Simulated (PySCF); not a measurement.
## Radial density of O³⁺ (oxygen, charge +3)

UHF, [He] 2s2 2p1, 2P determinant. Computed with PySCF 2.14 in x2c-SVPall (3s2p1d, 14 functions), with scalar relativity by spin-free X2C-1e.

```tsv
r (bohr)	4πr²ρ (e/bohr)	4πr²(ρα − ρβ)
0.00337	0.04196	0.0000
0.00567	0.1170	0.0001
0.00953	0.3180	0.0003
0.0160	0.8162	0.0009
0.0270	1.907	0.0020
0.0454	4.020	0.0045
0.0763	6.916	0.0110
0.128	8.647	0.0398
0.216	6.307	0.1720
0.363	2.639	0.5226
0.611	2.741	1.0145
1.03	2.738	0.8019
1.73	0.5000	0.1306
2.91	0.01028	0.0032
4.89	1.109e-05	0.0000
```

Densities and radii are taken from the X2C orbitals without a picture-change correction, which distorts them close to the nucleus.
